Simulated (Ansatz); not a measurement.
The cluster Pb₅⁺. Charge 1, multiplicity 2. Geometry r2SCAN-D4/def2-SVP; atoms count from 1.

| atom | x (Å) | y (Å) | z (Å) |
| --- | --- | --- | --- |
| Pb1 | 0.629 | -1.027 | 1.591 |
| Pb2 | 0.945 | 1.769 | 0.794 |
| Pb3 | 1.228 | -1.373 | -1.386 |
| Pb4 | -0.612 | 1.059 | -1.576 |
| Pb5 | -2.190 | -0.428 | 0.577 |

In the def2 sets Pb takes a core potential; there is no spin–orbit coupling. Another isomer (doublet) lies 0.05 eV lower at r2SCAN-D4/def2-TZVP; other spin states weren't run for this one.

Question: Estimate the Mulliken populations from the PBE0/def2-TZVP orbitals of Ansatz.

Answer: 
```json
{"atom": "Pb1", "charge (e)": "0.05", "spin (α − β)": "0.11"}
{"atom": "Pb2", "charge (e)": "0.26", "spin (α − β)": "0.20"}
{"atom": "Pb3", "charge (e)": "0.32", "spin (α − β)": "0.28"}
{"atom": "Pb4", "charge (e)": "0.05", "spin (α − β)": "0.11"}
{"atom": "Pb5", "charge (e)": "0.32", "spin (α − β)": "0.28"}
```
Mulliken values and Mayer orders depend strongly on the basis.

Question: Where does the spin sit?

Answer: Summed by element: Pb 1.00, of 1 unpaired in all. Largest on single atoms: Pb3 0.28, Pb5 0.28, Pb2 0.20.

Question: And the Mayer bond orders between bonded heavy atoms (over 0.3)?

Answer: Pb1–Pb2 0.84 (2.92 Å); Pb1–Pb3 0.77 (3.06 Å); Pb1–Pb5 0.77 (3.06 Å); Pb2–Pb4 0.84 (2.92 Å); Pb3–Pb4 0.77 (3.06 Å); Pb4–Pb5 0.77 (3.06 Å). Values over 0.3 also appear between atoms too far apart for a bond (Pb1–Pb4 0.45 at 3.99 Å; Pb2–Pb3 0.46 at 3.83 Å; Pb2–Pb5 0.46 at 3.83 Å; Pb3–Pb5 0.37 at 4.05 Å); they arise where an orbital or an unpaired electron spreads over both atoms.
